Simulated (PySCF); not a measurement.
## Scandium: a sound run and one with changed settings

Sound run: Sc⁺ [Ar] 3d1 4s1, Sc²⁺ [Ar] 3d1. Calculation: PySCF 2.14, in jorge-DZP-DKH (8s6p2d1f, 43 functions); scalar relativity by spin-free X2C-1e. In the sound run the correlated levels freeze [Ar]. The sound run starts from symmetry-adapted Hartree-Fock orbitals and uses a fine grid where one is needed.

Changed run: basis STO-3G, all-electron and non-relativistic. This setting is unsound on purpose.

| species | method | sound run (hartree) | changed run (hartree) | converged |
| --- | --- | --- | --- | --- |
| Sc⁺ | UHF | -763.06641 | -751.82319 | yes |
| Sc⁺ | PBE | -763.70948 | -752.31310 | yes |
| Sc⁺ | BP86 | -764.02460 | -752.61561 | yes |
| Sc⁺ | MP2 | -763.06833 | -751.82319 | yes |
| Sc²⁺ | UHF | -762.61809 | -751.32350 | yes |
| Sc²⁺ | PBE | -763.22847 | -751.77223 | yes |
| Sc²⁺ | BP86 | -763.54252 | -752.07340 | yes |

Ionisation energy of Sc⁺:

| method | sound run (eV) | changed run (eV) |
| --- | --- | --- |
| UHF | 12.199 | 13.597 |
| PBE | 13.089 | 14.718 |
| BP86 | 13.118 | 14.754 |
| MP2 | 12.252 | 13.597 |
| SCS-MP2 | 12.217 | 13.597 |

A minimal basis cannot let orbitals breathe on ionisation and holds almost no correlation. The Hamiltonian changed with the basis, so the totals do not compare.

For comparison, NIST gives 12.800 eV between the lowest levels.
